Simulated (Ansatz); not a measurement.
ClFHNbOS, SMILES `[OH][Nb]([F])(=[S])[Cl]`, 6 atoms. Total charge 0; spin multiplicity 1. Correlated methods include outer-core shells of Nb, which these sets cover unevenly. Nb: def2 effective core potential. All runs use 4 threads of a server CPU on a shared host. Correlated methods freeze the cores.

Give the basis size and wall time and peak host memory of each of these runs in Ansatz. RKS revPBE-D4/def2-TZVPP energy; direct RPA on PBE orbitals/def2-TZVPP energy; RHF-CCSD(T)/def2-TZVPP energy; RKS PBE0-D4/def2-TZVP relaxation (5 steps); RHF-CCSD(T)/def2-SVP energy; RHF-MP2/def2-QZVPP energy; RKS ωB97M-V/def2-SVP energy; RKS BLYP-D4/def2-TZVPP energy; RKS PBE0-D4/def2-TZVP frequencies; RKS SPW92/def2-TZVPP energy; RKS ωB97M-V/def2-QZVPP energy; RKS PBE0-D4/def2-SVP energy. (Best estimate.)

Ansatz gave: Other jobs shared the machine, so times are rough.

```
                                level                   job  functions  wall time  peak host memory (GiB)
                 RKS SPW92/def2-TZVPP                energy        216      1.1 s                    0.28
                 RKS PBE0-D4/def2-SVP                energy        100      1.4 s                     0.2
               RKS BLYP-D4/def2-TZVPP                energy        216      2.1 s                    0.29
             RKS revPBE-D4/def2-TZVPP                energy        216      2.1 s                    0.29
direct RPA on PBE orbitals/def2-TZVPP                energy        216      4.6 s                    0.47
                 RHF-CCSD(T)/def2-SVP                energy        100      5.5 s                    0.45
                 RKS ωB97M-V/def2-SVP                energy        100        7 s                    0.33
                   RHF-MP2/def2-QZVPP                energy        365       12 s                     1.5
               RKS ωB97M-V/def2-QZVPP                energy        365       17 s                     1.5
                RKS PBE0-D4/def2-TZVP  relaxation (5 steps)        182       19 s                    0.49
                RKS PBE0-D4/def2-TZVP           frequencies        182       82 s                    0.48
               RHF-CCSD(T)/def2-TZVPP                energy        216    2.4 min                     3.6
```
